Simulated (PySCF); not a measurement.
Species: NiI2(PH3)2 (triplet state).
Bonds: Ni1–I2, Ni1–I3, Ni1–P4, Ni1–P8. Hydrogens: H5, H6, H7 on P4; H9, H10, H11 on P8.

Method: PBE0-D3(BJ)/def2-SVP geometry optimisation, gas phase, def2 core potentials past Kr (PySCF).

(1) Give the optimised bond lengths and angles.

## Answers

(1) 
```tsv
bond	length (Å)
Ni1–I2, Ni1–I3	2.515
Ni1–P4, Ni1–P8	2.330
P4–H5 and 5 like bonds	1.418
```

Bonds in one row agree within 0.01 Å and their mean is given. A selection of angles:
```tsv
angle	degrees
I2–Ni1–I3	145.7
I2–Ni1–P4	101.4
I3–Ni1–P4	99.6
P4–Ni1–P8	103.9
Ni1–P4–H5	121.2
Ni1–P4–H6	112.8
H5–P4–H6	98.8
```

Ni1 (nickel bonded to 2 I and 2 P) has angles from 99.1° to 145.7°. P4 (phosphorus bonded to Ni and 3 H) is distorted tetrahedral (angles from 98.8° to 121.4°).

Point group: near C2v, missed by 0.14 Å at most; the miss may be what the optimiser left on a soft mode (Cs holds within 0.08 Å). Stationary, but not proved a minimum. ⟨S²⟩ = 2.007 (exact for a triplet: 2.00).

On one thread, x86-64 server, no GPU, on a shared host, this took 3.4 min. This is the geometry optimisation.

Caution for open-shell metal species: one SCF solution and one stationary point were followed, and a lower state or a bent or distorted shape isn't ruled out.
